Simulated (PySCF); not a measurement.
CH₄BBrO₂. Atoms are numbered in the order given.

```xyz
9

B     -0.4149    -0.4232     0.1277
Br     0.7643     1.1369     0.1607
O     -1.2872    -0.6387     1.1433
H     -1.2468     0.0341     1.8331
O     -0.3156    -1.2454    -0.9254
C     -1.1110    -2.4117    -1.0752
H     -1.7088    -2.3208    -1.9954
H     -0.4470    -3.2842    -1.1747
H     -1.7841    -2.5621    -0.2181
```

Geometry optimised at B3LYP-D3(BJ)/def2-SVP. The structure was generated by enumeration, and PubChem lists no compound with its InChIKey, so it may never have been made. One conformer was computed; it need not be the lowest.

All values below come from PBE/def2-TZVP in PySCF.

ESP charges are fitted to the potential on shells at 1.4 to 2.0 van der Waals radii. Atomic charges (e):

| atom | Löwdin | ESP fit |
|---|---|---|
| B1 | ? | 0.36 |
| Br2 | ? | -0.19 |
| O3 | 0.21 | -0.48 |
| H4 | 0.21 | 0.37 |
| O5 | 0.37 | -0.25 |
| C6 | -0.30 | -0.10 |
| H7 | ? | 0.10 |
| H8 | ? | 0.10 |
| H9 | ? | 0.09 |

Problem. Complete the blanks. (An estimate is asked for; the answer gives what the named calculation found.)

Solution. 
- B1, Löwdin: -1.29
- Br2, Löwdin: 0.44
- H7, Löwdin: 0.12
- H8, Löwdin: 0.12
- H9, Löwdin: 0.12

Problem. Give the Mayer and Wiberg (Löwdin basis) orders of the bonds. (The exact figures need the calculation; the answer reports its results.)

Solution. 
```
bond    Mayer  Wiberg
------  -----  ------
B1–Br2   1.19    1.94
B1–O3    1.37    2.02
O3–H4    0.86    0.94
B1–O5    1.39    1.94
O5–C6    0.91    1.38
C6–H7    0.97    0.93
C6–H8    0.97    0.93
C6–H9    0.96    0.92
```
